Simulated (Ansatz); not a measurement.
C$_{3}$H$_{5}$Cl$_{2}$In (SMILES C=C[CH2][In]([Cl])[Cl]), singlet, geometry from GFN2-xTB (such geometries of metal compounds can be far from the true shape) (all electrons, no relativity); Ansatz (a quantum-chemistry and plane-wave program) with CASSCF(4,4)/STO-3G.

Ansatz was given this input:
Ansatz 0.2 input:
```yaml
crystal:
  periodic: [false, false, false]
  atoms:
    - {symbol: In, position_ang: [-0.03617720, -0.12362599, 0.30267040]}
    - {symbol: C, position_ang: [-0.15300475, -1.28364765, -1.69103793]}
    - {symbol: C, position_ang: [-0.43928405, -0.36185205, -2.78450576]}
    - {symbol: C, position_ang: [0.49094045, 0.13874511, -3.59320248]}
    - {symbol: H, position_ang: [-0.94015370, -2.01157548, -1.50281636]}
    - {symbol: H, position_ang: [0.82406447, -1.75974516, -1.75400336]}
    - {symbol: H, position_ang: [-1.47831518, -0.08570095, -2.92378660]}
    - {symbol: H, position_ang: [1.53366376, -0.11760206, -3.47947250]}
    - {symbol: H, position_ang: [0.24091225, 0.80181589, -4.40291423]}
    - {symbol: Cl, position_ang: [-0.76941092, 2.06718974, 0.54797058]}
    - {symbol: Cl, position_ang: [0.89885806, -0.99242452, 2.25465416]}
basis:
  gaussian:
    orbitals: STO-3G
hamiltonian:
  xc: hf
magnetization: {spin_polarized: false}
correlation: {active_space: {window: {electrons: 4, orbitals: 4}}}
```

**Question.** Predict the main parts of the log of this Ansatz run.

**Answer.** 
```
Functional definition: HF
838 factors; integrals over basis functions are off by at most 8.3e-5 eV
mean field evaluation 1: about -182512.5981 eV, gradient 2.0e1 eV
mean field evaluation 2: about -182512.7403 eV, gradient 1.9e1 eV
mean field evaluation 4: about -182515.0654 eV, gradient 2.3e0 eV
mean field evaluation 8: about -182515.0901 eV, gradient 5.1e-2 eV
mean field -182515.09008765 eV, -6707.3058475499 hartree, gradient 1.0e-6 eV, S^2 0.000000; 0 other end points of the search recorded, 0 dependent functions left out
reference -182515.09008765 eV, -6707.3058475499 hartree; 53, 53 occupied and 12, 12 virtual orbitals, 838 factors
state -182516.89985888 eV, -6707.3723554158 hartree
2 active orbitals were swapped for others, from the solution at -182516.68191633 eV, -6707.3643461748 hartree to that at -182516.89985888 eV, -6707.3723554158 hartree; typed "places" are swapped only where nearly empty or full, and so, without "given_window_search", are "orbital_numbers", "shells" and a window whose orbitals a file names under [Active]
Total energy: -182516.89985888 eV, -6707.3723554158 hartree
```
